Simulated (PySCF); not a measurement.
Problem. Write a Z-matrix for `C[O+](C)[AlH2-][F]` as optimised with PBE0-D3(BJ)/def2-SVP.

Solution. 
Z-matrix in Å and degrees, rows numbered from 1:
```
C 
O   1  1.4215
C   2  1.4145  1  115.76
Al  2  1.9800  1  123.05  3  -178.89
F   4  1.6957  2   94.42  1    -0.01
H   1  1.1015  2  109.79  3   -60.62
H   1  1.0957  2  106.11  3   179.86
H   1  1.1015  2  109.81  3    60.45
H   3  1.1019  2  110.21  1    60.90
H   3  1.1016  2  110.22  1   -60.68
H   3  1.0979  2  107.63  1  -179.85
H   4  1.5953  2  101.58  1  -117.70
H   4  1.5956  2  101.48  1   117.49
```

Al4 (aluminium bonded to F, O and 2 H) has angles from 94.4° to 120.5°. Of the pairs four or more bonds apart, F5···H7 is among the closest relative to their van der Waals radii: 2.19 Å, 82 % of the sum of Bondi's values. The 5 heavy atoms lie in one plane (0.006 Å rms). O2 (oxygen bonded to Al and 2 C) is planar (angles 123.0°, 121.2° and 115.8°, sum 360.0°, 0.01 Å off the plane of its three neighbours).

Computed with PBE0-D3(BJ)/def2-SVP geometry optimisation, gas phase (PySCF 2.14.0).

Point group: Cs (tolerance 0.08 Å). PBE0-D3(BJ)/def2-SVP frequencies: not computed here. The numbers are those of one conformer (C1–O2–Al4–F5 0°).
